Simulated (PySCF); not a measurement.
Stepwise substitution at one centre (Ge F-Cl). Isolated molecules, 0 K electronic values unless said otherwise. Strings in code marks are SMILES. All members: neutral, multiplicity 1. Level: B3LYP-D3(BJ)/def2-TZVP (PySCF). B3LYP has the VWN-RPA correlation part, as in Gaussian. Delta-SCF ions had no search for a lower state.  The removal energy is E(N − 1 electrons) − E(N electrons) at the parent's geometry; ε(HOMO) is measured against the vacuum level.

```json
[
 {"species": "`[Cl][Ge]([Cl])([Cl])[Cl]`", "−ε(HOMO) (eV)": "9.36", "vertical ionisation energy (Delta-SCF) (eV)": "11.46"},
 {"species": "`[F][Ge]([Cl])([Cl])[Cl]`", "−ε(HOMO) (eV)": "9.52", "vertical ionisation energy (Delta-SCF) (eV)": "11.74"},
 {"species": "`[F][Ge]([F])([Cl])[Cl]`", "−ε(HOMO) (eV)": "9.84", "vertical ionisation energy (Delta-SCF) (eV)": "12.31"},
 {"species": "`[F][Ge]([F])([F])[Cl]`", "−ε(HOMO) (eV)": "10.35", "vertical ionisation energy (Delta-SCF) (eV)": "13.29"},
 {"species": "`[F][Ge]([F])([F])[F]`", "−ε(HOMO) (eV)": "12.36", "vertical ionisation energy (Delta-SCF) (eV)": "withheld"}
]
```

Task: Fit vertical ionisation energy (Delta-SCF) = a + b·x to the 4 complete rows by least squares, with x = −ε(HOMO) in eV. Give a, b and the rms residual, and predict the withheld value.

Result: Means of the 4 rows: x̄ = 9.7675, ȳ = 12.2 eV. Σ(x − x̄)² = 0.57188 and Σ(x − x̄)(y − ȳ) = 1.0583, so b = 1.851 and a = ȳ − b·x̄ = -5.880 eV. The rms residual is 0.015 eV. At x = 12.36 the line gives 17.00 eV, outside the range of the fitted rows. The run for `[F][Ge]([F])([F])[F]` gave 15.10 eV, so the line is off by 1.90 eV, more than twice the rms residual.

Codes: PySCF.
